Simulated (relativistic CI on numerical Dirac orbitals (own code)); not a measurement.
Calculated at this level of theory: Dirac-Coulomb-Breit CI, KLI orbitals optimised for each configuration, model QED (radiative potential, 1s self-energy scaled to tabulated hydrogen-like ionisation energies), unscaled Slater integrals (own radial code, finite nucleus).

CI space (outside the closed core [Ne]): 3s2.3p2, 3s.3p3, 3s2.3p.3d, 3p4, 3s.3p2.3d, 3p3.3d, 3s.3p.3d2, 3s2.3p.4s, 3s2.3p.4p, 3s2.3d.4p, 3p3.4s, 3s2.3p.4d, 3p3.4p, 3s.3p2.4s, 3s.3p.3d.4s, 3s2.3p.4f, 3s.3p2.4p, 3s2.3p.5s, 3s2.3p.5p, 3s2.4s.4p, 3s.3p2.4d, 3s2.3p.5d, 3s2.3p.5f, 3s2.3p.5g, 3p2.3d.4p, 3s.3p2.4f, 3s2.3p.6s, 3s.3p.4s2, 3s2.3p.6p, 3s2.3d2, 3s.3d3, 3p2.3d2, 3p.3d3, 3p.3d2.4s, 3p.3d2.4p, 3p.3d2.4d, 3s2.3d.4s, 3s.3d2.4s, 3s.3p.3d.4p, 3s.3d2.4p, 3s.3d.4s.4p, 3s.3d.4p2, 3s.3d.4p.4d, 3s2.4s2, 3s.3d.4s2, 3p2.3d.4s, 3p.3d.4s2, 3p.3d.4s.4p, 3p.3d.4s.4d, 3s2.4p2. Double excitations out of closed p, d and f shells are left out; levels of such configurations are missing from the list, as are those of other unlisted configurations, and high levels can miss mixing partners. These lack a partner that the ground configuration has and come out too high: 3s.3p2.4d, 3s.3p2.4f, 3s2.3p.4f, 3s2.3p.5s, 3s2.3p.5p.

At this charge configurations can still be misplaced by up to about 7 % of their energy. 24 of the 25 excited levels that our extract of the measured tables holds in this range could be paired (the sources list more); they are missed by 3851 cm⁻¹ on average and 11648 at most, and levels without a partner can miss by more.

Outline of the computed level scheme of Sc VIII. Lowest level of each configuration: 3s2.3p2 3P_0 at 0.0000 eV; 3s.3p3 5S°_2 at 15.5897 eV; 3s2.3p.3d 3F°_2 at 34.8775 eV; 3p4 3P_2 at 48.0934 eV; 3s.3p2.3d 5F_1 at 50.3865 eV.

Some strong electric-dipole decays among the lowest 45 levels: 3s2.3p.3d 1F°_3 → 3s2.3p2 1D_2 (5.1e+10 s⁻¹); 3s2.3p.3d 3D°_3 → 3s2.3p2 3P_2 (4.6e+10 s⁻¹); 3s2.3p.3d 1P°_1 → 3s2.3p2 1S_0 (3.9e+10 s⁻¹); 3s.3p2.3d 5P_3 → 3s.3p3 5S°_2 (3.9e+10 s⁻¹); 3s2.3p.3d 1D°_2 → 3s2.3p2 1D_2 (3.4e+10 s⁻¹); 3s2.3p.3d 3P°_0 → 3s2.3p2 3P_1 (3.0e+10 s⁻¹); 3s2.3p.3d 3D°_2 → 3s2.3p2 3P_1 (2.8e+10 s⁻¹); 3s2.3p.3d 3D°_1 → 3s2.3p2 3P_1 (2.4e+10 s⁻¹).

LS names give the leading component of a level, which can be under half, so a name can repeat, a term be missing and a line seem to break the LS rules.
